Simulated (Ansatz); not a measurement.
CH8OSSi2 can be A, `[SiH3]OC[SiH2]S`, or B, `[SiH3]OC([SiH3])S`.

Computed with Ansatz on PBE0-D4/def2-TZVP structures; ΔE is electronic, products minus reactants. CBS: MP2 limit from def2 TZ/QZ plus the TZ coupled-cluster correction, frozen cores. Functionals use def2-TZVPP. B3LYP here is the variant with VWN-RPA as its local correlation; programs differ in this. Each species was taken in one conformer, which may not be the lowest.

A:

```xyz
13

Si    0.1072   -1.9092   -1.2464
O     0.3818   -0.5160   -0.4099
C    -0.6760    0.3897   -0.1225
Si    0.0489    1.8167    0.8777
S     0.9543    1.0647    2.6558
H    -0.4197   -1.6061   -2.6059
H    -0.8918   -2.7538   -0.5354
H     1.4113   -2.6045   -1.3357
H    -1.4717   -0.1037    0.4515
H    -1.1281    0.7712   -1.0494
H    -1.0277    2.7406    1.3175
H     1.0256    2.5455    0.0285
H     1.6861    0.1648    1.9742
```

B:

```xyz
13

Si    0.7984   -1.2543    1.7048
O    -0.2792   -0.6098    0.6203
C     0.0933   -0.0579   -0.6158
Si   -1.4031    0.8299   -1.3700
S     1.5229    1.0606   -0.5428
H    -0.0224   -2.1416    2.5618
H     1.4489   -0.2176    2.5429
H     1.8388   -2.0393    0.9873
H     0.4439   -0.8441   -1.2992
H    -1.6773    2.0357   -0.5461
H    -2.5880   -0.0663   -1.3623
H    -1.0785    1.2272   -2.7626
H     0.9022    2.0774    0.0816
```

(1) Which isomer does CCSD(T)/CBS put lower? Give the gap. (Best estimate.)

(2) Give E(B) − E(A) in kJ/mol with PBE-D4, CCSD/def2-TZVPP, HF/def2-TZVPP, PBE0-D4, B3LYP-D4, ωB97M-V, CCSD(T)/def2-TZVPP. (An estimate is asked.)

Largest T1 diagnostic: 0.012.

Results:

(1) Ansatz gave: A, by 96.3 kJ/mol.

(2) Ansatz gave: PBE-D4 90.5, CCSD/def2-TZVPP 98.8, HF/def2-TZVPP 108.6, PBE0-D4 96.1, B3LYP-D4 93.9, ωB97M-V 96.1, CCSD(T)/def2-TZVPP 95.5. None reverses the order clearly.

From PBE to PBE0 (25 % exact exchange), in def2-TZVPP and without D4, E(B) − E(A) moves by +5.1 kJ/mol. In def2-TZVPP, CCSD(T) changes the Hartree–Fock value by −13.1 kJ/mol (the triples alone add −3.3 kJ/mol) and MP2 by −11.6 kJ/mol.
